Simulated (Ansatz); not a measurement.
Relaxation of C2H11NSi3 (17 atoms, charge 0, multiplicity 1), to a largest force component of 0.015 eV/Å in at most 40 steps.

Method: Ansatz 0.2.0, RKS PBE-D4/6-31G*.

```xyz
17
Properties=species:S:1:pos:R:3:forces:R:3
N 0.927 -2.454 -0.642 -0.38 0.51 -2.29
Si 1.724 -0.942 -0.460 0.69 0.65 0.73
Si 0.432 0.918 -1.103 2.00 0.20 0.11
C -0.953 1.337 -0.002 -0.91 3.11 -1.37
C -0.777 1.625 1.406 -1.66 -0.96 1.65
Si -2.015 -0.025 0.547 -1.05 -0.98 0.59
H 0.737 -2.832 0.231 -0.82 -1.31 2.24
H 0.054 -2.258 -1.134 -0.34 -0.64 -0.04
H 2.127 -0.865 1.008 0.06 0.21 -0.25
H 2.938 -1.089 -1.277 0.65 0.50 -0.29
H -0.060 0.671 -2.443 -0.48 -0.15 -0.95
H 1.360 2.122 -1.153 -0.11 -0.17 -0.07
H -1.639 2.118 -0.540 0.98 -1.14 0.73
H -1.586 2.128 2.021 0.89 -0.06 -0.80
H -0.118 1.002 2.031 0.36 0.35 -0.26
H -3.338 0.360 1.105 -0.14 0.12 0.12
H -1.393 -1.104 1.339 0.26 -0.25 0.16
```

Q: Where does it end, and by what steps?

A: It converged. After 14 steps the energy has fallen by 1.408 eV; H8 moved furthest, 0.87 Å.

```
step  energy less start (eV)  largest force component (eV/Å)  accepted
   0                  0.0000                           3.114       yes
   1                 -0.6700                           1.901       yes
   2                 -0.9069                           0.703       yes
   3                 -1.0800                           0.687       yes
   4                 -1.2185                           1.168       yes
   5                 -1.3347                           0.650       yes
   6                 -1.3358                           0.703       yes
   7                 -1.3931                           0.231       yes
   8                 -1.3983                           0.197       yes
   9                 -1.4037                           0.196       yes
  10                 -1.4050                           0.099       yes
  11                 -1.4071                           0.070       yes
  12                 -1.4075                           0.019       yes
  13                 -1.4077                           0.017       yes
  14                 -1.4078                           0.015       yes
```

```xyz
17
Properties=species:S:1:pos:R:3
N 0.963 -2.498 -0.429
Si 1.681 -0.891 -0.377
Si 0.407 0.952 -1.143
C -1.031 1.398 -0.013
C -0.833 1.398 1.531
Si -2.031 0.098 0.912
H 0.197 -2.662 0.229
H 0.670 -2.824 -1.354
H 2.077 -0.658 1.056
H 2.930 -0.938 -1.213
H -0.121 0.653 -2.523
H 1.336 2.136 -1.286
H -1.640 2.235 -0.388
H -1.224 2.265 2.076
H 0.147 1.074 1.903
H -3.497 0.307 1.092
H -1.608 -1.333 0.860
```

Run time: 110 s on 2 threads of Arm Neoverse N1 (shared host), peak memory 0.34 GiB.
